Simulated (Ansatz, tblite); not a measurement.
Forces on `CCCCCCCCCCCC[Si](C)(C)Cl` at its PBE-D4/def2-SVP geometry. Charge 0, multiplicity 1.

The xTB rows come from tblite. Single mean-field runs in def2-TZVP are fitted with def2-universal-jkfit.

GFN2-xTB (tblite), largest force 1.15 eV/Å:

```xyz
47
positions Å, forces eV/Å
C     7.292   -0.548   -1.242    0.403    0.298    0.206
C     5.904   -1.014   -1.687   -0.174   -0.599   -0.326
C     4.790   -0.007   -1.376    0.180    0.757    0.360
C     3.397   -0.472   -1.813   -0.023   -0.667   -0.154
C     2.278    0.557   -1.597   -0.215    0.188   -0.360
C     2.063    1.007   -0.142    0.018    0.426    0.123
C     1.776   -0.125    0.859    0.222   -0.055    0.396
C     0.569   -1.013    0.522   -0.042   -0.638   -0.230
C    -0.767   -0.268    0.426   -0.074    0.824    0.074
C    -1.964   -1.195    0.187    0.099   -0.642    0.103
C    -3.313   -0.479    0.024   -0.188    0.143   -0.417
C    -3.792    0.277    1.273    0.588   -0.191    0.618
Si   -5.490    1.092    1.122    0.032    0.658   -0.945
C    -5.932    2.029    2.694   -0.193    0.390    0.780
C    -6.827   -0.151    0.663   -0.633   -0.604   -0.157
Cl   -5.373    2.497   -0.450   -0.044   -0.439    0.504
H     8.075   -1.296   -1.480   -0.563    0.385    0.098
H     7.325   -0.368   -0.147   -0.102   -0.142   -0.657
H     7.576    0.403   -1.739   -0.247   -0.583    0.252
H     5.661   -1.985   -1.200    0.159    0.543   -0.144
H     5.911   -1.223   -2.780    0.053    0.212    0.543
H     4.794    0.207   -0.284   -0.039   -0.228   -0.569
H     5.025    0.965   -1.870   -0.128   -0.565    0.161
H     3.148   -1.421   -1.286    0.121    0.572   -0.184
H     3.431   -0.739   -2.893   -0.005    0.249    0.501
H     2.493    1.457   -2.215   -0.012   -0.422    0.383
H     1.328    0.143   -2.001    0.520    0.124    0.298
H     2.955    1.570    0.209   -0.386   -0.389   -0.200
H     1.230    1.743   -0.121    0.349   -0.468   -0.048
H     1.621    0.326    1.865   -0.010   -0.154   -0.547
H     2.677   -0.769    0.960   -0.496    0.309   -0.173
H     0.483   -1.806    1.299    0.042    0.474   -0.292
H     0.752   -1.558   -0.432   -0.074    0.398    0.461
H    -0.727    0.483   -0.394    0.008   -0.494    0.370
H    -0.921    0.316    1.361    0.073   -0.418   -0.438
H    -2.036   -1.927    1.025    0.016    0.462   -0.372
H    -1.768   -1.803   -0.725   -0.115    0.394    0.406
H    -4.080   -1.231   -0.268    0.427    0.344    0.272
H    -3.254    0.234   -0.829    0.056   -0.325    0.512
H    -3.070    1.074    1.556   -0.219   -0.567   -0.256
H    -3.841   -0.413    2.148    0.216    0.288   -0.600
H    -6.904    2.550    2.584    0.651   -0.304    0.169
H    -6.010    1.328    3.552    0.022    0.589   -0.519
H    -5.160    2.787    2.934   -0.567   -0.453   -0.057
H    -7.813    0.348    0.567    0.580   -0.426    0.035
H    -6.598   -0.645   -0.303   -0.246    0.265    0.628
H    -6.910   -0.936    1.444   -0.041    0.483   -0.607
```

PBE-D4/def2-TZVP (Ansatz), largest force 0.31 eV/Å:

```
C 0.205 0.107 0.084
C -0.093 -0.255 -0.141
C 0.058 0.264 0.138
C -0.006 -0.274 -0.098
C -0.123 0.093 -0.193
C 0.012 0.253 0.074
C 0.128 -0.036 0.208
C -0.022 -0.279 -0.063
C -0.036 0.299 0.032
C 0.058 -0.273 0.013
C -0.139 0.019 -0.232
C 0.067 0.067 0.218
Si 0.019 0.004 -0.041
C -0.032 0.093 0.103
C -0.102 -0.074 -0.057
Cl -0.022 -0.145 0.176
H -0.223 0.189 0.057
H -0.021 -0.055 -0.287
H -0.085 -0.252 0.122
H 0.065 0.251 -0.105
H 0.004 0.069 0.273
H -0.005 -0.063 -0.268
H -0.054 -0.242 0.107
H 0.061 0.248 -0.111
H -0.008 0.081 0.257
H -0.041 -0.217 0.163
H 0.242 0.085 0.114
H -0.214 -0.160 -0.093
H 0.198 -0.201 -0.012
H 0.028 -0.101 -0.254
H -0.229 0.153 -0.047
H 0.022 0.205 -0.175
H -0.043 0.157 0.226
H -0.003 -0.192 0.194
H 0.038 -0.156 -0.225
H 0.016 0.194 -0.196
H -0.052 0.162 0.210
H 0.201 0.179 0.085
H 0.010 -0.187 0.213
H -0.169 -0.209 -0.078
H 0.013 0.156 -0.219
H 0.260 -0.139 0.036
H 0.019 0.187 -0.230
H -0.211 -0.202 -0.059
H 0.260 -0.140 0.026
H -0.069 0.127 0.263
H 0.020 0.210 -0.208
```

PBE0-D4/def2-TZVP (Ansatz), largest force 0.54 eV/Å:

```
C 0.201 0.133 0.096
C -0.127 -0.293 -0.165
C 0.073 0.318 0.166
C 0.001 -0.320 -0.103
C -0.124 0.102 -0.201
C 0.012 0.261 0.076
C 0.129 -0.034 0.219
C -0.033 -0.319 -0.084
C -0.043 0.361 0.038
C 0.069 -0.313 0.027
C -0.138 0.033 -0.266
C 0.108 0.064 0.253
Si 0.031 0.014 -0.079
C -0.036 0.115 0.126
C -0.127 -0.091 -0.072
Cl -0.038 -0.326 0.380
H -0.407 0.347 0.104
H -0.038 -0.098 -0.528
H -0.157 -0.463 0.226
H 0.122 0.474 -0.207
H 0.007 0.126 0.520
H -0.011 -0.120 -0.513
H -0.108 -0.465 0.211
H 0.115 0.467 -0.221
H -0.015 0.153 0.499
H -0.082 -0.418 0.309
H 0.458 0.169 0.214
H -0.410 -0.296 -0.173
H 0.379 -0.375 -0.021
H 0.055 -0.196 -0.486
H -0.436 0.296 -0.081
H 0.042 0.392 -0.343
H -0.082 0.289 0.436
H -0.007 -0.367 0.374
H 0.072 -0.297 -0.433
H 0.030 0.365 -0.381
H -0.098 0.308 0.412
H 0.377 0.342 0.161
H 0.003 -0.345 0.409
H -0.325 -0.383 -0.149
H 0.021 0.302 -0.414
H 0.468 -0.253 0.053
H 0.038 0.331 -0.419
H -0.373 -0.365 -0.115
H 0.472 -0.241 0.048
H -0.113 0.237 0.468
H 0.043 0.382 -0.371
```
